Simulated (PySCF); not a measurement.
Ligand exchange on a metal centre used in film growth or etching (Mo F-NH2). All species are isolated molecules in the gas phase. One relaxed conformer stands for each flexible species; it need not be the lowest.

The HOMO from two functionals at the same geometries (BP86-D3(BJ)/def2-SVP), both in PySCF: PBE-D3(BJ)/def2-TZVP and TPSSh-D3(BJ)/def2-TZVP. 

```csv
species,PBE-D3(BJ)/def2-TZVP (eV),TPSSh-D3(BJ)/def2-TZVP (eV)
0 of 6 F replaced by NH2,-10.68,-11.66
1 of 6 F replaced by NH2 ([Mo(F)5(NH2)]),-7.99,-8.70
2 of 6 F replaced by NH2 ([Mo(F)4(NH2)2]),-7.38,-8.05
3 of 6 F replaced by NH2,-6.60,-7.22
4 of 6 F replaced by NH2 ([Mo(F)2(NH2)4]),-5.63,-6.19
5 of 6 F replaced by NH2 ([Mo(F)(NH2)5]),-5.21,-5.76
```

Over these rows, drawn at random from the members with no instability flagged (it was tested for open shells, ions and some series alone), PBE minus TPSSh-D3(BJ): mean +0.68 eV, from +0.55 eV to +0.99 eV.
